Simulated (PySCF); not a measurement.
C₂H₅FGeO₂ (SMILES C=[CH][Ge]([OH])([OH])[F]), singlet, at a GFN2-xTB geometry; PySCF with CASSCF(10,9)/STO-3G.

The PySCF input:
```python
from pyscf import gto, scf, mcscf
import numpy

mol = gto.Mole()
mol.atom = '''
    C    -2.45267752    0.25831351   -0.96616230
    C    -1.66355795   -0.45729450   -0.18741683
    Ge    0.23242713   -0.04409065    0.06367478
    O     0.68292753    1.39557418   -0.75814331
    O     1.42554846   -1.25125579   -0.31597792
    F     0.53710005    0.22084128    1.79671206
    H    -2.08065450    1.11056970   -1.51019425
    H    -3.49859460    0.01949266   -1.08627660
    H    -2.03936833   -1.30798341    0.36308989
    H     1.62011820    1.58594691   -0.78712497
    H     1.55653550   -1.94535808    0.32694891
'''
mol.basis = 'sto-3g'
mol.verbose = 4
mol.build()

mf = scf.RHF(mol)
mf.kernel()
mc = mcscf.CASSCF(mf, 9, 10)
mc.fix_spin_(ss=0.0)
mc.kernel()
occ = numpy.linalg.eigvalsh(mc.fcisolver.make_rdm1(mc.ci, mc.ncas, mc.nelecas))[::-1]
ss = mc.fcisolver.spin_square(mc.ci, mc.ncas, mc.nelecas)[0]
print('natural occupations', occ.round(4), ' <S^2>', round(ss, 4))
```

What the program printed (banner, timings and long lists left out):

```
PySCF version 2.14.0

[INPUT] verbose = 4
[INPUT] num. atoms = 11
[INPUT] num. electrons = 74
[INPUT] charge = 0
[INPUT] spin (= nelec alpha-beta = 2S) = 0
[INPUT] symmetry False subgroup None
[INPUT] Mole.unit = angstrom
[INPUT] Symbol           X                Y                Z      unit          X                Y                Z       unit  Magmom
[...]
nuclear repulsion = 503.625815952677
number of shells = 28
number of NR pGTOs = 144
number of NR cGTOs = 48
basis = sto-3g
ecp = {}

******** <class 'pyscf.scf.hf.RHF'> ********
method = RHF
initial guess = minao
damping factor = 0
level_shift factor = 0
DIIS = <class 'pyscf.scf.diis.CDIIS'>
diis_start_cycle = 1
diis_space = 8
diis_damp = 0
SCF conv_tol = 1e-09
SCF conv_tol_grad = None
SCF max_cycles = 50
direct_scf = True
direct_scf_tol = 1e-13
Set gradient conv threshold to 3.16228e-05
Initial guess from minao.
init E= -2373.09410082846
[...]
cycle= 1 E= -2374.99871462592  delta_E= -1.9  |g|= 0.647  |ddm|= 4.07
[...]
cycle= 2 E= -2375.18339803682  delta_E= -0.185  |g|= 0.138  |ddm|= 1.19
[...]
cycle= 3 E= -2375.19209928772  delta_E= -0.0087  |g|= 0.0371  |ddm|= 0.253
[...]
cycle= 4 E= -2375.19301228396  delta_E= -0.000913  |g|= 0.0135  |ddm|= 0.0884
[...]
cycle= 5 E= -2375.19310303722  delta_E= -9.08e-05  |g|= 0.00431  |ddm|= 0.0282
[...]
cycle= 6 E= -2375.19311760605  delta_E= -1.46e-05  |g|= 0.00164  |ddm|= 0.0112
[...]
cycle= 7 E= -2375.19311918994  delta_E= -1.58e-06  |g|= 0.000341  |ddm|= 0.00434
[...]
cycle= 8 E= -2375.19311926921  delta_E= -7.93e-08  |g|= 0.000112  |ddm|= 0.000857
[...]
cycle= 9 E= -2375.19311927839  delta_E= -9.18e-09  |g|= 1.02e-05  |ddm|= 0.000366
[...]
cycle= 10 E= -2375.19311927847  delta_E= -7.87e-11  |g|= 2.35e-06  |ddm|= 2.9e-05
[...]
Extra cycle  E= -2375.19311927846  delta_E= 1.27e-11  |g|= 9.96e-07  |ddm|= 4.9e-06
converged SCF energy = -2375.19311927846

******** <class 'pyscf.mcscf.mc1step.CASSCF'> ********
CAS (5e+5e, 9o), ncore = 32, nvir = 7
max_cycle_macro = 50
max_cycle_micro = 4
conv_tol = 1e-07
conv_tol_grad = None
orbital rotation max_stepsize = 0.02
orbital rotation threshold for CI restart = 0.01
augmented hessian ah_max_cycle = 30
augmented hessian ah_conv_tol = 1e-12
augmented hessian ah_linear dependence = 1e-14
augmented hessian ah_level shift = 1e-08
augmented hessian ah_start_tol = 2.5
augmented hessian ah_start_cycle = 3
augmented hessian ah_grad_trust_region = 3
kf_trust_region = 3
kf_interval = 4
ci_response_space = 4
ci_grad_trust_region = 3
with_dep4 0
natorb = False
canonicalization = True
sorting_mo_energy = False
ao2mo_level = 2
internal_rotation = False
******** <class 'pyscf.fci.addons.SpinPenaltyFCISolver'> ********
max. cycles = 50
conv_tol = 1e-08
davidson only = True
linear dependence = 1e-12
level shift = 0.001
max iter space = 12
nroots = 1
pspace_size = 400
spin = None
CASCI E = -2375.24478700204  S^2 = 0.0000000
Set conv_tol_grad to 0.000316228
macro iter   1 ( 21 JK    4 micro), CASSCF E = -2375.25998875717  dE = -1.52017551e-02  S^2 = 0.0000000
               |grad[o]|=0.0351  |grad[c]|=0.0376  |ddm|=0.084  |maxRot[o]|=0.195
macro iter   2 ( 21 JK    4 micro), CASSCF E = -2375.26893015919  dE = -8.94140202e-03  S^2 = 0.0000000
               |grad[o]|=0.024  |grad[c]|=0.0304  |ddm|=0.0696  |maxRot[o]|=0.211
macro iter   3 ( 21 JK    4 micro), CASSCF E = -2375.27485827146  dE = -5.92811227e-03  S^2 = 0.0000000
               |grad[o]|=0.0216  |grad[c]|=0.0336  |ddm|=0.0179  |maxRot[o]|=0.108
macro iter   4 ( 21 JK    4 micro), CASSCF E = -2375.27615735557  dE = -1.29908412e-03  S^2 = 0.0000000
               |grad[o]|=0.0162  |grad[c]|=0.019  |ddm|=0.0104  |maxRot[o]|=0.0773
macro iter   5 ( 21 JK    4 micro), CASSCF E = -2375.27888313200  dE = -2.72577642e-03  S^2 = 0.0000000
               |grad[o]|=0.0134  |grad[c]|=0.0131  |ddm|=0.00575  |maxRot[o]|=0.113
macro iter   6 ( 21 JK    4 micro), CASSCF E = -2375.28091309762  dE = -2.02996562e-03  S^2 = 0.0000000
               |grad[o]|=0.0115  |grad[c]|=0.0106  |ddm|=0.00537  |maxRot[o]|= 0.13
macro iter   7 ( 21 JK    4 micro), CASSCF E = -2375.28236345372  dE = -1.45035610e-03  S^2 = 0.0000000
               |grad[o]|=0.0101  |grad[c]|=0.0103  |ddm|=0.00249  |maxRot[o]|=0.0538
macro iter   8 ( 21 JK    4 micro), CASSCF E = -2375.28343012030  dE = -1.06666658e-03  S^2 = 0.0000000
               |grad[o]|=0.00867  |grad[c]|=0.00959  |ddm|=0.00309  |maxRot[o]|=0.0881
macro iter   9 ( 21 JK    4 micro), CASSCF E = -2375.28429143532  dE = -8.61315013e-04  S^2 = 0.0000000
               |grad[o]|=0.00756  |grad[c]|=0.00978  |ddm|=0.00327  |maxRot[o]|=0.0568
macro iter  10 ( 17 JK    4 micro), CASSCF E = -2375.28520120757  dE = -9.09772253e-04  S^2 = 0.0000000
               |grad[o]|=0.00599  |grad[c]|=0.0187  |ddm|=0.00608  |maxRot[o]|=0.0683
macro iter  11 ( 17 JK    4 micro), CASSCF E = -2375.28588281778  dE = -6.81610207e-04  S^2 = 0.0000000
               |grad[o]|=0.00538  |grad[c]|=0.0103  |ddm|=0.00432  |maxRot[o]|=0.0557
macro iter  12 (  7 JK    2 micro), CASSCF E = -2375.28638098832  dE = -4.98170542e-04  S^2 = 0.0000000
               |grad[o]|=0.00328  |grad[c]|=0.00331  |ddm|=0.00498  |maxRot[o]|=0.0699
macro iter  13 (  7 JK    2 micro), CASSCF E = -2375.28678251383  dE = -4.01525511e-04  S^2 = 0.0000000
               |grad[o]|=0.00274  |grad[c]|=0.0014  |ddm|=0.00376  |maxRot[o]|=0.0698
macro iter  14 (  7 JK    2 micro), CASSCF E = -2375.28706638068  dE = -2.83866849e-04  S^2 = 0.0000000
               |grad[o]|=0.00226  |grad[c]|=0.0031  |ddm|=0.00219  |maxRot[o]|=0.0698
macro iter  15 ( 15 JK    4 micro), CASSCF E = -2375.28654781202  dE =  5.18568656e-04  S^2 = 0.0000000
               |grad[o]|=0.00155  |grad[c]|=0.0109  |ddm|=0.00769  |maxRot[o]|=0.109
macro iter  16 ( 21 JK    4 micro), CASSCF E = -2375.28663069296  dE = -8.28809380e-05  S^2 = 0.0000000
               |grad[o]|=0.00228  |grad[c]|=0.00254  |ddm|=0.00118  |maxRot[o]|=0.0219
macro iter  17 (  7 JK    2 micro), CASSCF E = -2375.28684072274  dE = -2.10029783e-04  S^2 = 0.0000000
               |grad[o]|=0.00179  |grad[c]|=0.000843  |ddm|=0.00179  |maxRot[o]|=0.0383
macro iter  18 (  7 JK    2 micro), CASSCF E = -2375.28704997850  dE = -2.09255757e-04  S^2 = 0.0000000
               |grad[o]|=0.00138  |grad[c]|=0.0014  |ddm|=0.0014  |maxRot[o]|=0.0517
macro iter  19 (  6 JK    2 micro), CASSCF E = -2375.28715353293  dE = -1.03554434e-04  S^2 = 0.0000000
               |grad[o]|=0.00101  |grad[c]|=0.00204  |ddm|=0.000865  |maxRot[o]|=0.043
macro iter  20 ( 15 JK    4 micro), CASSCF E = -2375.28678488590  dE =  3.68647030e-04  S^2 = 0.0000000
               |grad[o]|=0.000668  |grad[c]|=0.0123  |ddm|=0.00474  |maxRot[o]|=0.104
macro iter  21 ( 21 JK    4 micro), CASSCF E = -2375.28683815401  dE = -5.32681074e-05  S^2 = 0.0000000
               |grad[o]|=0.00202  |grad[c]|=0.00219  |ddm|=0.000769  |maxRot[o]|=0.0141
macro iter  22 (  7 JK    2 micro), CASSCF E = -2375.28699712142  dE = -1.58967412e-04  S^2 = 0.0000000
               |grad[o]|=0.00154  |grad[c]|=0.00067  |ddm|=0.00114  |maxRot[o]|=0.0369
macro iter  23 (  7 JK    2 micro), CASSCF E = -2375.28714023509  dE = -1.43113671e-04  S^2 = 0.0000000
               |grad[o]|=0.00111  |grad[c]|=0.0017  |ddm|=0.000789  |maxRot[o]|=0.0508
macro iter  24 ( 15 JK    4 micro), CASSCF E = -2375.28679836648  dE =  3.41868611e-04  S^2 = 0.0000000
               |grad[o]|=0.000692  |grad[c]|=0.00967  |ddm|=0.00445  |maxRot[o]|=0.0934
macro iter  25 ( 21 JK    4 micro), CASSCF E = -2375.28684284829  dE = -4.44818061e-05  S^2 = 0.0000000
               |grad[o]|=0.00186  |grad[c]|=0.00207  |ddm|=0.000736  |maxRot[o]|=0.00871
macro iter  26 (  7 JK    2 micro), CASSCF E = -2375.28699304850  dE = -1.50200214e-04  S^2 = 0.0000000
               |grad[o]|=0.00151  |grad[c]|=0.000618  |ddm|=0.00118  |maxRot[o]|=0.0354
macro iter  27 (  7 JK    2 micro), CASSCF E = -2375.28713496762  dE = -1.41919118e-04  S^2 = 0.0000000
               |grad[o]|=0.00113  |grad[c]|=0.00141  |ddm|=0.000859  |maxRot[o]|=0.0497
macro iter  28 (  6 JK    2 micro), CASSCF E = -2375.28719523074  dE = -6.02631208e-05  S^2 = 0.0000000
               |grad[o]|=0.000734  |grad[c]|=0.00169  |ddm|=0.00055  |maxRot[o]|=0.0421
macro iter  29 ( 16 JK    4 micro), CASSCF E = -2375.28716923991  dE =  2.59908275e-05  S^2 = 0.0000000
               |grad[o]|=0.000372  |grad[c]|=0.00224  |ddm|=0.000436  |maxRot[o]|=0.0161
macro iter  30 ( 21 JK    4 micro), CASSCF E = -2375.28718398751  dE = -1.47476007e-05  S^2 = 0.0000000
               |grad[o]|=0.000799  |grad[c]|=0.00206  |ddm|=0.000404  |maxRot[o]|=0.00662
macro iter  31 ( 15 JK    4 micro), CASSCF E = -2375.28708928477  dE =  9.47027465e-05  S^2 = 0.0000000
               |grad[o]|=0.000473  |grad[c]|=0.00305  |ddm|=0.000978  |maxRot[o]|=0.0467
macro iter  32 ( 12 JK    3 micro), CASSCF E = -2375.28715296381  dE = -6.36790433e-05  S^2 = 0.0000000
               |grad[o]|=0.000994  |grad[c]|=0.000515  |ddm|=0.000475  |maxRot[o]|=0.0236
macro iter  33 (  7 JK    2 micro), CASSCF E = -2375.28719493811  dE = -4.19742992e-05  S^2 = 0.0000000
               |grad[o]|=0.000626  |grad[c]|=0.000831  |ddm|=0.000393  |maxRot[o]|=0.0278
macro iter  34 ( 14 JK    4 micro), CASSCF E = -2375.28713783026  dE =  5.71078535e-05  S^2 = 0.0000000
               |grad[o]|=0.00033  |grad[c]|=0.00197  |ddm|=0.000575  |maxRot[o]|=0.0308
macro iter  35 ( 11 JK    2 micro), CASSCF E = -2375.28715979956  dE = -2.19693029e-05  S^2 = 0.0000000
               |grad[o]|=0.000787  |grad[c]|=0.000566  |ddm|=0.000255  |maxRot[o]|=0.0094
macro iter  36 (  7 JK    2 micro), CASSCF E = -2375.28720141111  dE = -4.16115518e-05  S^2 = 0.0000000
               |grad[o]|=0.000616  |grad[c]|=0.00099  |ddm|=0.000372  |maxRot[o]|=0.0304
macro iter  37 ( 15 JK    4 micro), CASSCF E = -2375.28720952588  dE = -8.11476775e-06  S^2 = 0.0000000
               |grad[o]|=0.000269  |grad[c]|=0.00114  |ddm|=0.00015  |maxRot[o]|=0.0177
macro iter  38 (  6 JK    1 micro), CASSCF E = -2375.28721080598  dE = -1.28009879e-06  S^2 = 0.0000000
               |grad[o]|=0.000123  |grad[c]|=0.000528  |ddm|=9.03e-05  |maxRot[o]|=0.00643
macro iter  39 (  3 JK    1 micro), CASSCF E = -2375.28721088867  dE = -8.26962605e-08  S^2 = 0.0000000
               |grad[o]|=4.03e-05  |grad[c]|=0.00016  |ddm|=3.52e-05  |maxRot[o]|=0.00185
1-step CASSCF converged in  39 macro (533 JK 121 micro) steps
CASSCF canonicalization
Density matrix diagonal elements [1.98754329 1.97947667 1.95244312 1.95866761 1.92422152 0.10886721
 0.03341397 0.02442217 0.03094444]
CASSCF energy = -2375.28721088867
CASCI E = -2375.28721088867  E(CI) = -18.1016148613348  S^2 = 0.0000000
natural occupations [1.9945 1.9843 1.9759 1.964  1.8851 0.1155 0.0399 0.0229 0.0179]  <S^2> 0.0
```
